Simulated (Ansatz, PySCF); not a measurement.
Spin states of F2Ti (SMILES [F][Ti][F]), each relaxed with B3LYP-D3(BJ)/def2-TZVP.
State 1 (charge 0, multiplicity 3):
```xyz
3

Ti     0.385     0.082    -0.023
F     -0.417     1.241    -1.147
F      0.000    -1.275     1.100
```
State 2 (charge 0, multiplicity 1):
```json
[
 {"atom": "Ti", "x (Å)": "-0.0108", "y (Å)": "0.0159", "z (Å)": "-0.0234"},
 {"atom": "F", "x (Å)": "-0.2361", "y (Å)": "1.3733", "z (Å)": "-1.2358"},
 {"atom": "F", "x (Å)": "0.2138", "y (Å)": "-1.3417", "z (Å)": "1.1889"}
]
```

Singlets are restricted, other states unrestricted; no spin–orbit coupling, no relativity up to Kr; see below for the cores. The largest T1 diagnostic is 0.026.

Correlated levels freeze the inner cores; with def2 sets outer-core shells near the valence are correlated too. CBS: X⁻³ extrapolation of the correlation energy, Hartree–Fock from the larger set.

The values were computed with Ansatz (an electronic-structure program); PySCF for the dispersion terms. Each number belongs to the level named beside it.

Problem. Estimate the energy of the multiplicity-1 state less that of the multiplicity-3 state that CCSD(T)/CBS(def2-SVP, def2-TZVPP) returns for this input.

Solution. 20.8 kcal/mol

Problem. Estimate the energy of the multiplicity-1 state less that of the multiplicity-3 state that B97M-V/def2-TZVPP returns for this input.

Solution. 30.0 kcal/mol

Problem. Predict the energy of the multiplicity-1 state less that of the multiplicity-3 state from BHLYP-D4/def2-TZVPP.

Solution. 23.4 kcal/mol

Doubts at one or more of the structures used: a restricted determinant that unrestricted orbitals would lower (CCSD(T)/CBS(def2-SVP, def2-TZVPP)).
